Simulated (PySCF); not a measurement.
# Structure revision by computed shifts

A compound C₃H₇FN₂Si₂ gives the data below (simulated from a calculation) and was assigned the structure `Fc1cc([SiH3])n([SiH3])n1`.

13C{1H} NMR (computed): δ 171.7 (C), 134.8 (CH), 125.1 (C).

1H NMR (400 MHz, computed): δ 7.72 (m, 1H), 5.33 (s, 3H), 4.61 (s, 3H).

- NMR shieldings at PBE0/pcSseg-1/GIAO
- GFN2-xTB structure
- code: PySCF
- non-relativistic, equivalent nuclei averaged, one computed conformer, no solvent

δ = σ(ref) − σ, references computed at the same level: TMS for 1H (σref 31.72) and 13C (σref 186.93).

(1) Compare with the shifts computed for the proposed structure, pairing carbons in order of shift.

(2) Which isomer fits?

Results:

(1) Structure with atom numbers: `[F:1][c:2]1[cH:3][c:4]([SiH3:5])[n:6]([SiH3:7])[n:8]1` (H(Xn): hydrogen on atom n).

```tsv
atom	computed for proposal	given list	difference
C2	177.0	171.7	+5.3
C4	143.3	134.8	+8.5
C3	110.9	125.1	-14.2
```

The rms difference is 10.1 ppm and the largest -14.2 ppm at C3 (aromatic CH). The carbon types in order of shift don't match either: C, C, CH for the proposal against C, CH, C in the data. The proposal doesn't fit.

(2) `Fc1cnn([SiH3])c1[SiH3]`.

- Carbon types of the structure: 2 × C, 1 × CH, leaving 6 H on heteroatoms.
- δC 171.7: aromatic carbon bearing fluorine; an ipso carbon deshielded by its heteroatom.
- δC 134.8: aromatic CH next to a ring nitrogen.
- δC 125.1: substituted aromatic carbon next to a ring nitrogen.
- δH 7.72: hydrogen on an aromatic CH next to a ring nitrogen; ring-current deshielding.

The data come from this structure; uniqueness wasn't tested.

Splittings by 19F in the carbon and heteronuclear signals aren't shown, as no couplings were computed. Shifts are as computed. Against solution values, carbons near 30 ppm lie about +3 ppm off and those near 130 ppm about +5 ppm. Of 1309 compounds with measured shifts, 239 miss one by over three times the rms of a fit or turn the order of signals round; such compounds aren't used in these exercises. Multiplicities follow the n + 1 count of equivalent neighbours, as no J values were calculated; m marks all less simple cases, F and P coupling included.
